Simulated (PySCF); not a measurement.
A structure optimised at B3LYP-D3(BJ)/def2-SVP, used in a PySCF frequency run:

```
C
C 1 1.3499
H 2 1.0936 1 121.04
H 2 1.0948 3 117.17 1 179.95
C 1 1.4280 2 122.23 3 -179.79
C 5 1.2160 2 156.13 3 -179.03
H 6 1.0733 2 162.80 3 -179.37
Si 1 1.8965 2 121.73 3 -0.42
H 8 1.4929 1 108.91 2 116.25
H 8 1.4932 9 108.96 1 116.83
C 8 1.8809 9 109.91 10 122.43
H 11 1.1014 8 110.78 9 -177.88
H 11 1.1015 12 108.11 8 120.56
H 11 1.1016 12 108.39 13 117.19
```

Question: Write its SMILES and formula.

Answer: C#CC(=C)[SiH2]C, C₅H₈Si

Question: What are its rotational constants (standard atomic weights)?

Answer: 3.6508, 2.1410, 1.5117 GHz
